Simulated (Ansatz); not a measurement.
Consider the ligand exchange at the Al–Se bond: `C[CH2][AlH][SeH]` + `C=N` → `C=[N][AlH][CH2]C` + H₂Se.

Computed with Ansatz on PBE0-D4/def2-TZVP structures; ΔE is electronic, products minus reactants. CBS: MP2 limit from def2 TZ/QZ plus the TZ coupled-cluster correction, frozen cores. This one scheme is used for every species. DFT in def2-TZVPP. For Se outer-core shells are correlated without core-valence functions, which leaves a few kJ/mol of doubt a bond. Scalar relativity is left out up to krypton. One conformer a species, not always the lowest.

`C[CH2][AlH][SeH]`:

```xyz
11

C     0.668   -0.675   -0.969
C    -0.694   -0.061   -0.661
Al   -0.918    0.810    1.076
Se    0.827    0.902    2.606
H     1.464    0.074   -0.942
H     0.694   -1.136   -1.961
H     0.934   -1.451   -0.246
H    -0.960    0.684   -1.423
H    -1.483   -0.821   -0.736
H    -2.266    1.497    1.550
H     1.734    0.176    1.705
```

`C=N`:

Z-matrix (Å, degrees):
```
C
N 1 1.261
H 1 1.096 2 124.9
H 1 1.092 2 118.8 3 -180.0
H 2 1.021 1 111.0 3 -0.0
```

`C=[N][AlH][CH2]C`:

Cartesian coordinates in Å:
```
C -2.218 -2.381 -0.225
N -1.641 -1.301 -0.013
Al -0.818 0.220 0.276
C 1.058 0.388 -0.260
C 1.760 1.667 0.199
H -2.750 -2.594 -1.166
H -2.239 -3.198 0.513
H -1.681 1.361 0.959
H 1.100 0.307 -1.354
H 1.596 -0.495 0.105
H 1.779 1.751 1.289
H 2.798 1.713 -0.145
H 1.256 2.562 -0.176
```

H₂Se:

Z-matrix (Å, degrees):
```
Se
H 1 1.467
H 1 1.467 2 91.2
```

```json
{"level": "ωB97M-V", "ΔE (kJ/mol)": "50.9"}
{"level": "RPA@PBE/def2-TZVPP", "ΔE (kJ/mol)": "53.2"}
{"level": "CCSD(T)/def2-SVP", "ΔE (kJ/mol)": "47.4"}
{"level": "SCS-MP2/def2-QZVPP", "ΔE (kJ/mol)": "53.3"}
```

Problem. What does CCSD(T)/CBS give? (An estimate is asked.)

Solution. Ansatz gave: +57.5 kJ/mol. The listed levels differ from it by -6.6, -4.3, -10.1, -4.2 kJ/mol.

Largest T1 diagnostic among the species: 0.012.

From r2SCAN to r2SCAN0 (25 % exact exchange), in def2-TZVPP and without D4, ΔE moves by +3.8 kJ/mol. In def2-TZVPP, CCSD(T) changes the Hartree–Fock value by +4.5 kJ/mol (the triples alone add +1.1 kJ/mol) and MP2 by +5.7 kJ/mol. At CCSD(T), def2-SVP lies −10.1 kJ/mol from the extrapolated value and def2-TZVPP −2.8 kJ/mol.
